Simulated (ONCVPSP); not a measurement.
**Before and after: ONCV potential for tungsten (W)**

ONCVPSP 4.0.1 input, shortened (lines: element, Z, core and valence counts, functional; n l f; lmax; l rc ep ncon nbas qcut; lloc lpopt rc5 dvloc0; l nproj debl; icmod fcfact rcfact), LDA (Perdew-Wang 92), scalar-relativistic:

```
  W 74.00    9    5  -001012      upf
    1    0    2.00
    2    0    2.00
    2    1    6.00
    3    0    2.00
    3    1    6.00
    3    2   10.00
    4    0    2.00
    4    1    6.00
    4    2   10.00
    4    3   14.00
    5    0    2.00
    5    1    6.00
    5    2    4.00
    6    0    2.00
    3
    0    1.55    0.00    3    8    8.80
    1    2.05    0.00    3    8    6.50
    2    2.20    0.00    3    8    7.10
    3    0.60    0.00    4    9   28.20
    4    5    0.40    0.00
    0    2    1.80
    1    1    2.20
    2    2    2.90
    3    2    0.80
    3    3.50    1.20
```

In the f channel the program set the typed energies aside and used -1.230, 0.250 Ha.

All-electron outer shells of the reference configuration (LDA (PZ), scalar-relativistic, ld1.x):

| shell | level (eV) | outermost node (bohr) | outermost maximum (bohr) |
| --- | --- | --- | --- |
| 4d | -238.26 | 0.22 | 0.45 |
| 5s | -79.30 | 0.53 | 0.96 |
| 5p | -43.38 | 0.57 | 1.09 |
| 4f | -33.46 | – | 0.43 |
| 6s | -5.91 | 1.28 | 2.64 |
| 5d | -4.68 | 0.63 | 1.50 |

Change: local potential polynomial inside 0.45 bohr (lpopt 5, dvloc0 0 Ha).

Cutoffs: the cutoffs (Ha) at which the residual kinetic energy of the hardest occupied pseudo-wave falls to 1 and 0.1 mHa per electron; they do not see the model core or the augmentation charge, which bear on the density cutoff. Errors are all-electron minus pseudo energies relative to the spin-unpolarised reference configuration.

Question: How do hardness, ghosts and transferability respond?

Answer: The potential gets neither clearly harder nor softer (338 Ha and 371 Ha → 338 Ha and 371 Ha); both files keep a bound ghost (d, p, s); the errors of the 4 common tests hardly move.

```tsv
quantity	base	changed
cutoff, loose	338 Ha	338 Ha
cutoff, tight	371 Ha	371 Ha
bound ghosts	s, p, d	s, p, d
GHOST(+) flags under 300 eV	none	none
error for 4f14 5s2 5p6 5d4 6s1, meV [ΔE 9.13 eV]	-3.2	-3.1
error for 4f14 5s2 5p6 5d4 6s0, meV [ΔE 25.14 eV]	-9.1	-8.8
error for 4f14 5s2 5p6 5d3 6s0, meV [ΔE 50.85 eV]	-9.6	-9.4
error for 4f14 5s2 5p6 5d4.5 6s1.5, meV [ΔE 0.69 eV]	-2.1	-2.0
s: phases at 1.57 bohr within 0.05 rad from the reference energy up to (Ha; the scan ends near 5)	to the end of the scan	to the end of the scan
p: phases at 2.09 bohr within 0.05 rad from the reference energy up to (Ha; the scan ends near 5)	-0.3	-0.1
d: phases at 2.23 bohr within 0.05 rad from the reference energy up to (Ha; the scan ends near 5)	to the end of the scan	to the end of the scan
f: phases at 0.61 bohr within 0.05 rad from the reference energy up to (Ha; the scan ends near 5)	to the end of the scan	to the end of the scan
rms error of d²Exc/dni dnj with the model core, mHa	3.10	3.10
```

 A true bound ghost makes a file unfit for plane-wave use even where its test errors are small: the radial tests pick states by their node count and pass the ghost by.
